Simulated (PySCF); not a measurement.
C4H6F2, SMILES F[C@H]1CC[C@@H]1F. Heavy atoms are numbered as in [F:1][C@H:2]1[CH2:3][CH2:4][C@@H:5]1[F:6]. Hydrogens are named by the atom that carries them.

Geometry: PBE0-D3(BJ)/def2-SVP. The structure was generated by enumeration; whether it is a known compound was not checked.

Calculation: PBE/def2-TZVP (PySCF).

ESP charges are fitted to the potential on shells at 1.4 to 2.0 van der Waals radii. Atomic charges (e), one atom of each kind:

| atom | Mulliken | ESP fit | meta-Löwdin | Löwdin |
|---|---|---|---|---|
| F1 | -0.19 | -0.24 | -0.29 | 0.15 |
| C2 (CH) | 0.11 | 0.18 | 0.17 | -0.34 |
| C3 (CH2) | -0.20 | -0.23 | -0.24 | -0.22 |
| H on C2 | 0.06 | 0.09 | 0.11 | 0.14 |
| H on C3 | 0.11 | 0.10 | 0.12 | 0.13 |

Computed Mayer and Wiberg (Löwdin basis) orders of the bonds:
```
bond   Mayer  Wiberg
-----  -----  ------
F1–C2   1.10    1.71
C2–C3   1.00    1.15
C3–C4   1.02    1.17
C2–C5   0.98    1.13
C4–C5   1.00    1.15
C5–F6   1.10    1.71
```
